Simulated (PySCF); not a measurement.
Delta-SCF ions had no search for a lower state. Excitations are Tamm–Dancoff values on a coarser integration grid. The basis has no diffuse functions, so Rydberg states are missing or too high.

## CH₄O₂Si, SMILES `O=C[SiH2]O` (O–C–Si–O torsion 0°, C–Si–O–H torsion 0°) (charge 0, multiplicity 1)

Computed with PySCF with PBE0-D4/def2-TZVP.

```json
{
 "HOMO": "-7.39 eV",
 "dipole_moment": "1.71 D",
 "HOMO–LUMO gap": "5.58 eV",
 "LUMO": "-1.82 eV",
 "S1 excitation (TDA)": "3.37 eV",
 "S1 oscillator strength": "0.002",
 "brightest of the four lowest singlets (TDA)": "7.28 eV",
 "T1 excitation (TDA)": "2.57 eV",
 "S1–T1 gap (TDA)": "0.81 eV",
 "vertical ionisation energy (Delta-SCF)": "9.78 eV",
 "total_energy": "-480.2306 Ha",
 "cost": "about 70 core-seconds (a rough figure)"
}
```

```xyz
8

O      1.8362     0.0570     0.4845
C      1.1188     0.0641    -0.4899
Si    -0.7794    -0.0249    -0.1918
O     -0.9227    -0.0907     1.4364
H      1.5786     0.1208    -1.5027
H     -1.3326    -1.2349    -0.8530
H     -1.4320     1.1810    -0.7640
H     -0.0667    -0.0724     1.8805
```
